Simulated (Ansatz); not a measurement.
`C#[C][GeH2][SbH2]` + H–F → `C#[C][GeH2][F]` + `[SbH3]` at 298.15 K and 1 bar (cleavage of the Ge–Sb bond).

Calculated with Ansatz (gas phase, PBE0-D4/def2-TZVP geometries, no zero-point term in ΔE). CCSD(T)/CBS adds triple-zeta CCSD(T) − MP2 to the extrapolated MP2 energy (def2 sets, frozen cores). This one scheme is used for every species. def2 core potentials past Kr. For Ge, Sb outer-core shells are correlated without core-valence functions, which leaves a few kJ/mol of doubt a bond. Scalar relativity is left out up to krypton.

```
            species  CCSD(T)/CBS energy (Eh)  H − E (kJ/mol)  S (J/(mol·K))
`C#[C][GeH2][SbH2]`              -2395.17083           149.0          371.2
                H–F               -100.39570            33.5          173.6
   `C#[C][GeH2][F]`              -2253.77838           114.3          313.0
           `[SbH3]`               -241.78682            60.8          232.7
```

H − E and S are ideal-gas, rigid-rotor, harmonic terms from PBE0-D4/def2-TZVP, for one conformer and one mirror image of each species. 1 Eh = 2625.50 kJ/mol, R = 8.31446 J/(mol·K).

By hand: ΔE, ΔH, ΔS and ΔG.

ΔE = (-2253.77838) + (-241.78682) − (-2395.17083) − (-100.39570) = 0.00133 Eh = 3.5 kJ/mol. Δ(H − E) = 114.3 + 60.8 − 149.0 − 33.5 = -7.4, so ΔH = -3.9 kJ/mol. ΔS = 313.0 + 232.7 − 371.2 − 173.6 = 0.9 J/(mol·K). ΔG = -3.9 − 298.15 × (0.9)/1000 = -4.2 kJ/mol.

By hand: the equilibrium constant, and the temperature at which ΔG would vanish if ΔH and ΔS stayed fixed.

log₁₀ K = −ΔG/(RT ln 10) = 0.7. ΔH and −TΔS have one sign here, so there is no such temperature.

The number of gas molecules stays the same, so ΔS is small and ΔH decides. The sign of ΔG lies within the doubt. A doubt of 5 kJ/mol in ΔE shifts log₁₀ K by 0.9 here. Other conformers and mirror images would add mixing entropy, several J/(mol·K) or more a flexible species. These are equilibria of isolated gas molecules and say nothing of rates. Largest T1 diagnostic: 0.014 (customary marks: 0.02 for closed shells, 0.045 for open ones).

ΔS is within the doubt of such terms, so its sign, and with it that verdict, could turn.
